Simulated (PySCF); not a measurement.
Species: C₆H₁₂OP₂.
Bonds: C1–C2 (double), C2–P3, P3–O4 (double), P3–C5, C5–C6, C6–P7, P7–C8, C8–C9, P3–C9. Hydrogens: H10, H11 on C1; H12 on C2; H13, H14 on C5; H15, H16 on C6; H17 on P7; H18, H19 on C8; H20, H21 on C9.

Probes without a nucleus sit at each ring's centroid and 1 Å off its mean plane on both sides; NICS is minus the shielding there, NICSzz its component along the normal. Level: GIAO PBE0/pcSseg-1 (PySCF, non-relativistic, gas phase) on the GFN2-xTB geometry, one conformer.

Ring bond lengths (Å), with Mayer bond orders in brackets: P3–C5 1.842 (0.91), C5–C6 1.523 (1.02), C6–P7 1.862 (0.96), P7–C8 1.862 (0.96), C8–C9 1.523 (1.02), C9–P3 1.842 (0.91).

Q: What do the NICS probes read (ppm)?

A: 
```tsv
ring	type	NICS(0)	NICS(1), two faces	NICS(1)zz, two faces	rms pucker (Å)	centre to ring atoms, mean (Å)
P3–C5–C6–P7–C8–C9	6-membered ring with 2 P; formal bonds all single	-2.4	-2.8 / -1.3	3.3 / 6.4	0.33	1.64
```

Q: What do they say, and how far can they be read as aromaticity?

A: 
- P3–C5–C6–P7–C8–C9: mean NICS(1)zz 4.9 ppm, deshielded. P3, C5, C6, C8, C9 have four or more neighbours, so the value isn't read as a sign of a π ring current. The two faces differ by 3.1 ppm, so no symmetry operation interchanges them.

Q: List the ring angles and the Hirshfeld charges of the ring atoms.

A: 
- P3–C5–C6–P7–C8–C9: P3 104.3° (+0.428 e), C5 107.8° (-0.118 e), C6 109.8° (-0.113 e), P7 97.2° (+0.104 e), C8 109.8° (-0.113 e), C9 107.7° (-0.118 e); sum 636.6° against 720° for a flat convex ring.

Q: What are the shieldings of the ring atoms and their hydrogens in the same run (means over atoms taken as equivalent)?

A: 
| atoms | environment | σ isotropic (ppm) | principal values of the symmetric part, first atom (ppm) |
| --- | --- | --- | --- |
| P3 | phosphoryl phosphorus | 318.4 | 235.2, 239.8, 480.2 |
| C5 (×2) | sp3 carbon bound to phosphorus | 154.3 | 147.0, 151.4, 164.4 |
| C6 (×2) | sp3 carbon bound to phosphorus | 169.1 | 160.3, 171.2, 175.9 |
| P7 | phosphine phosphorus | 428.1 | 412.2, 417.2, 454.8 |
| H13 (×2) | methylene hydrogen | 30.29 | 27.0, 29.0, 34.9 |
| H14 (×2) | methylene hydrogen | 29.67 | 25.1, 28.0, 35.9 |
| H15 (×2) | methylene hydrogen | 29.94 | 24.2, 27.4, 38.3 |
| H16 (×2) | methylene hydrogen | 28.73 | 25.0, 27.7, 33.4 |
| H17 | P–H hydrogen | 28.05 | 24.0, 25.2, 35.0 |

On one thread of an Arm Neoverse V2, no GPU, on a shared host, this took 52 s wall and 1.1 GiB of memory at its peak. This is the whole shielding run at PBE0/pcSseg-1, SCF included.
